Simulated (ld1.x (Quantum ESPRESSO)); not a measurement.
## Pseudopotential generation for Mo: TM, PBEsol, scalar-relativistic.

- Element: Mo
- Generator: ld1.x (Quantum ESPRESSO) 7.5
- Type: norm-conserving Troullier–Martins (Kleinman–Bylander form)
- Functional: PBEsol
- Relativity: scalar-relativistic
- Frozen core: [Kr]
- Valence charge: 6
- Reference configuration: 4d5 5s1 5p0
- Partial waves: 5s (bound): rc 2.25 bohr; 5p (bound, empty): rc 4.20 bohr; 4d (bound): rc 2.05 bohr
- Local potential: all-electron potential smoothed inside 2.40 bohr (lloc = -2)
- Core correction: Bessel-smoothed model core, default radius (core density twice the valence density)

* Cutoffs needed: 40 Ry and 45 Ry (the cutoffs (Ry, on a coarse ladder) from which the occupation-weighted sum of valence levels, in a spherical-Bessel basis at the reference potential, stays within 10 and 1 mRy of its value at 400 Ry)
* Ghost test: no extra level below or beside the all-electron valence levels (s, p, d, f tested) (spherical-Bessel basis up to 400 Ry, 20 bohr box)
* Largest excitation error: -492 meV (all-electron minus pseudo) for 4d3 5s0 5p0, out of 7 test configurations
